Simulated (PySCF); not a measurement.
PySCF job for CrO3, SMILES [O]=[Cr](=[O])=[O], multiplicity 1, PBE-D3(BJ)/def2-SVP. Geometry: PBE-D3(BJ)/def2-SVP. The multiplicity is an assumed one; other spin states were not compared. The isomer is the one that the SMILES or the coordinates give; other isomers of the formula were not compared.

```python
import numpy as np
from pyscf import gto, scf, dft, df
from pyscf.hessian import thermo

mol = gto.M(
    atom='''
    Cr    0.00000000    0.00000000   -0.21799372
    O     1.31494900    0.75918616    0.21799372
    O     0.00000000   -1.51837232    0.21799372
    O    -1.31494900    0.75918616    0.21799372
    ''',
    basis='def2-SVP',
    charge=0,
    spin=0,
    max_memory=1600,
    verbose=3,
)
mf = dft.RKS(mol, xc='pbe').density_fit(auxbasis='def2-universal-jkfit')
mf.disp = 'd3bj'
mf.grids.level = 3
mf.conv_tol = 1e-11
mf.max_cycle = 100
mf.kernel()

# [left out here: the lines that compute and print the analytic Hessian (its translational invariance restored by hand, since the grid's response is missing), thermochemistry and intensities]
```

Log of the run:

```
converged SCF energy = -1269.43012789349

WARN: DFTD3 does not support analytical Hessian, using finite difference


WARN: Mole.unit (angstrom) is changed to Bohr

Mode                                 0                   1                   2
Irrep
Freq [cm^-1]                      264.3326            383.8974            383.9023
Reduced mass [au]                  22.4013             17.4135             17.4134
Force const [Dyne/A]                0.9222              1.5121              1.5121
Char temp [K]                     380.3157            552.3429            552.3499
Normal mode                   x     y     z       x     y     z       x     y     z
       0  Cr                -0.00 -0.00  0.09    0.01 -0.05 -0.00   -0.05 -0.01 -0.00
       1   O                 0.05  0.03 -0.10   -0.10  0.14  0.01   -0.04 -0.08  0.03
       2   O                 0.00 -0.05 -0.10   -0.04 -0.07 -0.03    0.17 -0.02 -0.01
       3   O                -0.05  0.03 -0.10    0.11  0.08  0.02    0.02  0.13 -0.02
Mode                                 3                   4                   5
Irrep
Freq [cm^-1]                     1003.4222           1074.2591           1074.2845
Reduced mass [au]                  16.7794             20.6396             20.6394
Force const [Dyne/A]                9.9539             14.0336             14.0341
Char temp [K]                    1443.7012           1545.6197           1545.6562
Normal mode                   x     y     z       x     y     z       x     y     z
       0  Cr                 0.00  0.00  0.04    0.08 -0.00 -0.00   -0.00 -0.08  0.00
       1   O                -0.12 -0.07 -0.04   -0.12 -0.06 -0.04    0.07  0.05  0.02
       2   O                 0.00  0.13 -0.04   -0.01  0.00 -0.00    0.00  0.16 -0.05
       3   O                 0.12 -0.07 -0.04   -0.12  0.06  0.04   -0.06  0.05  0.02
temperature 298.1500 [K]
pressure 101325.00 [Pa]
Rotational constants [GHz] 8.41294 8.41294 4.56716
Symmetry number 3
Zero-point energy (ZPE) 0.00953 [Eh]   25026.464 [J/mol]
                           tot       elec      trans        rot        vib
Entropy [J/mol/K]       275.549      0.000    166.179     93.006     16.365
Cv [J/mol/K]             48.902      0.000     12.472     12.472     23.959
Cp [J/mol/K]             57.217      0.000     20.786     12.472     23.959
Internal energy [J/mol]                      3718.434   3718.434  28200.473
Internal energy [Eh]   -1269.41655  -1269.43013
Enthalpy [J/mol]                             6197.391   3718.434  28200.473
Enthalpy [Eh]          -1269.41561
Gibbs free energy [J/mol]                  -43348.942 -24011.166  23321.368
Gibbs free energy [Eh] -1269.44690
mode   freq/cm-1   IR/(km/mol)
   1      264.33        51.458
   2      383.90         0.401
   3      383.90         0.399
   4     1003.42         6.430
   5     1074.26       145.842
   6     1074.28       145.703
max |gradient| / (hartree/bohr): 6.713193634775086e-05
APT charges: [ 1.5797 -0.5266 -0.5265 -0.5266]
```

Self-consistency was reached.

Cost: roughly 40 core-seconds.
